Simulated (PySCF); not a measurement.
`C[C@@H]1CO[Si@H](Cl)O1`, C3H7ClO2Si

Geometry (Å), atoms numbered from 1 in this order:
```xyz
14

C    -1.598    0.201    0.604
C    -0.622    0.172   -0.564
C     0.181   -1.150   -0.612
O     1.418   -0.927    0.007
Si    1.793    0.665    0.014
Cl    2.382    1.236    1.825
O     0.318    1.212   -0.426
H    -1.067   -0.019    1.528
H    -2.387   -0.532    0.456
H    -2.041    1.190    0.686
H    -1.153    0.334   -1.509
H    -0.332   -1.954   -0.080
H     0.356   -1.456   -1.648
H     2.751    1.025   -1.010
```

Computed, not measured: TDDFT PBE0/def2-SVPD circular dichroism and optical rotation, one conformer, gas phase in PySCF. Geometry: GFN2-xTB.

States above about 8.2 eV (minus the energy of the highest occupied orbital) lie near or above the ionisation threshold and depend on the basis. Singlets 6 and 7 lie within 0.01 eV of each other, so their separate moments and overlaps can depend on how they mix.

(1) Draw the ECD and absorption spectra from the lowest 12 states, each a Gaussian of half-width 0.35 eV at 1/e height.

Results:

(1) 
```
E (eV)  λ (nm)  Δε (L mol⁻¹ cm⁻¹)  ε (L mol⁻¹ cm⁻¹)
  7.01     177              +0.72              74.2
  7.16     173              +2.15               252
  7.31     170              +4.60               611
  7.46     166              +7.28              1090
  7.61     163              +8.93              1590
  7.76     160              +8.46              2200
  7.91     157              +4.96              3210
  8.06     154              -0.82              4610
  8.21     151              -5.34              5920
  8.36     148              -6.94              6480
  8.51     146              -8.15              5810
```
Δε uses R in velocity form, ε uses f in length form. Only the states computed contribute, so the short-wavelength end is incomplete.
